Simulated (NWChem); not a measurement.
System: BHF, doublet; SMILES [BH]F

The following NWChem deck was run.

```
start job
memory heap 200 mb stack 900 mb global 1100 mb
geometry units angstroms noautoz
  B      0.140495     0.717025     0.000000
  F      0.027839    -0.578859     0.000000
  H     -0.836049     1.425126     0.000000
end
basis spherical
  * library def2-tzvp
end
dft
  odft
  mult 2
  xc b3lyp
  iterations 150
  mulliken
end
task dft energy
```

Excerpt of the output:

```
             Northwest Computational Chemistry Package (NWChem) 7.3.0
             --------------------------------------------------------

 CS  symmetry detected

                             Geometry "geometry" -> ""
                             -------------------------

 Output coordinates in angstroms (scale by  1.889725989 to convert to a.u.)

  No.       Tag          Charge          X              Y              Z
 ---- ---------------- ---------- -------------- -------------- --------------
    1 B                    5.0000     0.15112955     0.72673302     0.00000000
    2 F                    9.0000     0.00572676    -0.56588631     0.00000000
    3 H                    1.0000    -0.80718861     1.45931169     0.00000000

 Effective nuclear repulsion energy (a.u.)      22.6826989079

      Symmetry information
      --------------------

 Group name             Cs
 Group number              2
 Group order               2
 No. of unique centers     3

                                 NWChem DFT Module
                                 -----------------

 Summary of "ao basis" -> "ao basis" (spherical)
 ------------------------------------------------------------------------------
       Tag                 Description            Shells   Functions and Types
 ---------------- ------------------------------  ------  ---------------------
 B                         def2-tzvp                11       31   5s3p2d1f
 F                         def2-tzvp                11       31   5s3p2d1f
 H                         def2-tzvp                 4        6   3s1p

      Symmetry analysis of basis
      --------------------------

        a'         47
        a"         21

            General Information
            -------------------
          SCF calculation type: DFT
          Wavefunction type:  spin polarized.
          No. of atoms     :     3
          No. of electrons :    15
           Alpha electrons :     8
            Beta electrons :     7
          Charge           :     0
          Spin multiplicity:     2
          Use of symmetry is: on ; symmetry adaption is: on
          Maximum number of iterations: 150
          AO basis - number of functions:    68
                     number of shells:    26
          Convergence on energy requested:  1.00D-06
          Convergence on density requested:  1.00D-05
          Convergence on gradient requested:  5.00D-04

              XC Information
              --------------
                         B3LYP Method XC Potential
                     Hartree-Fock (Exact) Exchange  0.200
                        Slater Exchange Functional  0.800 local
                    Becke 1988 Exchange Functional  0.720 non-local
              Lee-Yang-Parr Correlation Functional  0.810
                  VWN I RPA Correlation Functional  0.190 local

             Grid Information
             ----------------
          Grid used for XC integration:  medium
          Radial quadrature: Mura-Knowles
          Angular quadrature: Lebedev.
          Tag              B.-S. Rad. Rad. Pts. Rad. Cut. Ang. Pts.
          ---              ---------- --------- --------- ---------
          B                   0.85       49           7.0       434
          F                   0.50       49           8.0       434
          H                   0.35       45           7.0       434
          Grid pruning is: on
          Number of quadrature shells:   143
          Spatial weights used:  Erf1

      Superposition of Atomic Density Guess
      -------------------------------------

 Sum of atomic energies:        -124.45260042

      Non-variational initial energy
      ------------------------------

 Total energy =    -124.762919
 1-e energy   =    -216.616633
 2-e energy   =      69.171015
 HOMO         =      -0.096432
 LUMO         =       0.018948

   Symmetry analysis of molecular orbitals - initial alpha
   -------------------------------------------------------

  Numbering of irreducible representations:

     1 a'          2 a"

  Orbital symmetries:

     1 a'          2 a'          3 a'          4 a'          5 a'
     6 a"          7 a'          8 a'          9 a"         10 a'
    11 a'         12 a'         13 a"         14 a'         15 a'
    16 a"         17 a'         18 a'

   Symmetry analysis of molecular orbitals - initial beta
   ------------------------------------------------------

  Numbering of irreducible representations:

     1 a'          2 a"

  Orbital symmetries:

     1 a'          2 a'          3 a'          4 a'          5 a'
     6 a"          7 a'          8 a'          9 a"         10 a'
    11 a'         12 a'         13 a"         14 a'         15 a'
    16 a"         17 a'         18 a'

     ---------------------------------------------
      Total Density - Mulliken Population Analysis
     ---------------------------------------------

    Atom       Charge   Shell Charges
 -----------   ------   -------------------------------------------------------
    1 B    5     4.66   0.92  1.06  0.57  0.64  0.25  0.54  0.42  0.15  0.05  0.04  0.02
    2 F    9     9.36   0.77  1.20  0.61  1.00  0.29  2.35  2.31  0.81  0.00  0.01  0.00
    3 H    1     0.98   0.23  0.49  0.24  0.01

     --------------------------------------------
      Spin Density - Mulliken Population Analysis
     --------------------------------------------

    Atom       Charge   Shell Charges
 -----------   ------   -------------------------------------------------------
    1 B    5     0.82   0.00 -0.00  0.06  0.13  0.15  0.16  0.20  0.12  0.00  0.00  0.00
    2 F    9     0.02   0.00 -0.00  0.00  0.00 -0.01  0.03  0.02 -0.02  0.00  0.00  0.00
    3 H    1     0.15   0.04  0.08  0.04  0.00

   convergence    iter        energy       DeltaE   RMS-Dens  Diis-err
 ---------------- ----- ----------------- --------- --------- ---------
 d= 0,ls=0.0,diis     1   -125.2538323215 -1.48D+02  6.35D-03  1.22D-01
                                                     4.07D-03  1.12D-01
 d= 0,ls=0.0,diis     2   -125.2232854327  3.05D-02  2.43D-03  2.62D-01
                                                     2.32D-03  2.63D-01
 d= 0,ls=0.0,diis     3   -125.3099907516 -8.67D-02  5.86D-04  7.56D-03
                                                     5.45D-04  7.49D-03
 d= 0,ls=0.0,diis     4   -125.3120665005 -2.08D-03  4.11D-04  3.80D-04
                                                     1.17D-04  2.46D-04
 d= 0,ls=0.0,diis     5   -125.3122575217 -1.91D-04  5.34D-05  1.20D-05
                                                     5.93D-05  1.61D-05
  Resetting Diis
 d= 0,ls=0.0,diis     6   -125.3122709537 -1.34D-05  3.51D-05  1.34D-06
                                                     1.38D-05  7.05D-07
 d= 0,ls=0.0,diis     7   -125.3122722342 -1.28D-06  2.39D-06  2.87D-08
                                                     3.35D-06  5.17D-08
 d= 0,ls=0.0,diis     8   -125.3122722811 -4.69D-08  1.59D-06  1.53D-08
                                                     7.93D-07  6.08D-09

         Total DFT energy =     -125.312272281055
      One electron energy =     -217.496628310977
           Coulomb energy =       84.376534672706
    Exchange-Corr. energy =      -14.874877550646
 Nuclear repulsion energy =       22.682698907862

 Numeric. integr. density =       14.999998506196

                  Occupations of the irreducible representations
                  ----------------------------------------------

                     irrep           alpha         beta
                     --------     --------     --------
                     a'                7.0          6.0
                     a"                1.0          1.0

                    DFT Final Alpha Molecular Orbital Analysis
                    ------------------------------------------

 Vector    6  Occ=1.000000D+00  E=-4.941079D-01  Symmetry=a"
              MO Center=  1.8D-02, -4.5D-01,  4.3D-14, r^2= 6.0D-01
   Bfn.  Coefficient  Atom+Function         Bfn.  Coefficient  Atom+Function
  ----- ------------  ---------------      ----- ------------  ---------------
    39      0.481082  2 F  pz                42      0.387810  2 F  pz
    45      0.230869  2 F  pz                 8      0.130877  1 B  pz
    11      0.079030  1 B  pz                16     -0.026475  1 B  d -1

 Vector    7  Occ=1.000000D+00  E=-4.396754D-01  Symmetry=a'
              MO Center= -2.3D-01,  8.8D-01, -5.7D-15, r^2= 1.5D+00
   Bfn.  Coefficient  Atom+Function         Bfn.  Coefficient  Atom+Function
  ----- ------------  ---------------      ----- ------------  ---------------
     7      0.225613  1 B  py                64      0.226584  3 H  s
     4      0.219397  1 B  s                  3      0.213594  1 B  s
    37      0.186422  2 F  px                38     -0.184956  2 F  py
    63      0.160868  3 H  s                 40      0.149839  2 F  px
    41     -0.140620  2 F  py                65      0.129180  3 H  s

 Vector    8  Occ=1.000000D+00  E=-2.185926D-01  Symmetry=a'
              MO Center=  4.7D-01,  8.6D-01,  1.0D-15, r^2= 1.6D+00
   Bfn.  Coefficient  Atom+Function         Bfn.  Coefficient  Atom+Function
  ----- ------------  ---------------      ----- ------------  ---------------
     6      0.358820  1 B  px                 4      0.340354  1 B  s
     9      0.320794  1 B  px                 5      0.290164  1 B  s
    65     -0.270300  3 H  s                 37     -0.187164  2 F  px
     3      0.185571  1 B  s                 64     -0.158286  3 H  s
    43     -0.151115  2 F  px                40     -0.144627  2 F  px

 Vector    9  Occ=0.000000D+00  E=-6.119098D-02  Symmetry=a"
              MO Center=  1.4D-01,  7.7D-01,  9.6D-14, r^2= 2.3D+00
   Bfn.  Coefficient  Atom+Function         Bfn.  Coefficient  Atom+Function
  ----- ------------  ---------------      ----- ------------  ---------------
    14      0.440077  1 B  pz                11      0.419718  1 B  pz
     8      0.389675  1 B  pz                45     -0.205768  2 F  pz
    39     -0.195789  2 F  pz                42     -0.147622  2 F  pz
    21      0.033451  1 B  d -1

 Vector   10  Occ=0.000000D+00  E= 4.552784D-02  Symmetry=a'
              MO Center= -2.5D-01, -1.6D-01, -4.5D-14, r^2= 5.1D+00
   Bfn.  Coefficient  Atom+Function         Bfn.  Coefficient  Atom+Function
  ----- ------------  ---------------      ----- ------------  ---------------
     5     -1.649636  1 B  s                  4      1.580583  1 B  s
    13      0.806944  1 B  py                10     -0.477654  1 B  py
    44     -0.353541  2 F  py                36     -0.330434  2 F  s
    12      0.307279  1 B  px                24     -0.242629  1 B  d  2
    65      0.159852  3 H  s                  3     -0.147303  1 B  s

 Vector   11  Occ=0.000000D+00  E= 7.729513D-02  Symmetry=a'
              MO Center= -1.6D-01,  2.0D+00,  3.5D-14, r^2= 4.9D+00
   Bfn.  Coefficient  Atom+Function         Bfn.  Coefficient  Atom+Function
  ----- ------------  ---------------      ----- ------------  ---------------
     5      1.719294  1 B  s                  4     -1.504423  1 B  s
    13      1.025758  1 B  py                12     -0.498522  1 B  px
    65     -0.481093  3 H  s                 36      0.277825  2 F  s
     9      0.215297  1 B  px                10     -0.196053  1 B  py
    64      0.136330  3 H  s                  2      0.087381  1 B  s

                     DFT Final Beta Molecular Orbital Analysis
                     -----------------------------------------

 Vector    5  Occ=1.000000D+00  E=-4.934455D-01  Symmetry=a'
              MO Center= -9.6D-02, -2.0D-01, -1.2D-14, r^2= 1.0D+00
   Bfn.  Coefficient  Atom+Function         Bfn.  Coefficient  Atom+Function
  ----- ------------  ---------------      ----- ------------  ---------------
    37      0.437653  2 F  px                40      0.351936  2 F  px
    43      0.209517  2 F  px                 6      0.149935  1 B  px
     7     -0.101789  1 B  py                64     -0.100648  3 H  s
     9      0.082766  1 B  px                63     -0.074580  3 H  s
     4     -0.056741  1 B  s                 10     -0.048850  1 B  py

 Vector    6  Occ=1.000000D+00  E=-4.921291D-01  Symmetry=a"
              MO Center=  1.5D-02, -4.6D-01,  9.9D-15, r^2= 5.9D-01
   Bfn.  Coefficient  Atom+Function         Bfn.  Coefficient  Atom+Function
  ----- ------------  ---------------      ----- ------------  ---------------
    39      0.482622  2 F  pz                42      0.388690  2 F  pz
    45      0.233478  2 F  pz                 8      0.124032  1 B  pz
    11      0.071803  1 B  pz                16     -0.027268  1 B  d -1

 Vector    7  Occ=1.000000D+00  E=-4.164315D-01  Symmetry=a'
              MO Center= -3.0D-01,  8.9D-01,  3.3D-15, r^2= 1.5D+00
   Bfn.  Coefficient  Atom+Function         Bfn.  Coefficient  Atom+Function
  ----- ------------  ---------------      ----- ------------  ---------------
    64      0.217899  3 H  s                  4      0.211316  1 B  s
    37      0.211058  2 F  px                 7      0.204570  1 B  py
     3      0.196843  1 B  s                 40      0.170052  2 F  px
    63      0.163988  3 H  s                 38     -0.156705  2 F  py
    65      0.138888  3 H  s                 41     -0.118587  2 F  py

 Vector    8  Occ=0.000000D+00  E=-7.357383D-02  Symmetry=a'
              MO Center=  6.0D-01,  9.4D-01,  3.9D-15, r^2= 2.2D+00
   Bfn.  Coefficient  Atom+Function         Bfn.  Coefficient  Atom+Function
  ----- ------------  ---------------      ----- ------------  ---------------
     5      0.630890  1 B  s                 65     -0.421164  3 H  s
     6      0.288090  1 B  px                 4      0.252884  1 B  s
     9      0.220155  1 B  px                12      0.206579  1 B  px
     3      0.161301  1 B  s                 37     -0.150989  2 F  px
    43     -0.150972  2 F  px                64     -0.142494  3 H  s

 Vector    9  Occ=0.000000D+00  E=-4.203414D-02  Symmetry=a"
              MO Center=  9.2D-02,  7.8D-01,  3.0D-14, r^2= 2.6D+00
   Bfn.  Coefficient  Atom+Function         Bfn.  Coefficient  Atom+Function
  ----- ------------  ---------------      ----- ------------  ---------------
    14      0.506137  1 B  pz                11      0.380862  1 B  pz
     8      0.372914  1 B  pz                45     -0.206777  2 F  pz
    39     -0.190748  2 F  pz                42     -0.145147  2 F  pz
    23      0.043156  1 B  d  1              21      0.026535  1 B  d -1

 Vector   10  Occ=0.000000D+00  E= 4.931863D-02  Symmetry=a'
              MO Center= -3.7D-01, -1.3D-01, -4.2D-14, r^2= 5.1D+00
   Bfn.  Coefficient  Atom+Function         Bfn.  Coefficient  Atom+Function
  ----- ------------  ---------------      ----- ------------  ---------------
     5     -1.617079  1 B  s                  4      1.552252  1 B  s
    13      0.838799  1 B  py                10     -0.496154  1 B  py
    12      0.407642  1 B  px                44     -0.359155  2 F  py
    36     -0.315692  2 F  s                 24     -0.227502  1 B  d  2
    65      0.206060  3 H  s                  3     -0.147450  1 B  s

     ---------------------------------------------
      Total Density - Mulliken Population Analysis
     ---------------------------------------------

    Atom       Charge   Shell Charges
 -----------   ------   -------------------------------------------------------
    1 B    5     4.85   0.92  1.06  0.56  0.50  0.16  0.85  0.56  0.10  0.06  0.06  0.02
    2 F    9     9.17   0.77  1.20  0.62  0.95  0.36  2.30  2.08  0.88  0.00  0.01  0.00
    3 H    1     0.98   0.26  0.49  0.22  0.01

     --------------------------------------------
      Spin Density - Mulliken Population Analysis
     --------------------------------------------

[...]
```

Level: B3LYP/def2-TZVP, spin-unrestricted. In the optimisation the excess spin sits in a' (Cs, its own frame). Geometry: optimised at PBE0-D3(BJ)/def2-TZVP, spin-unrestricted. No stability test was run on the SCF state.
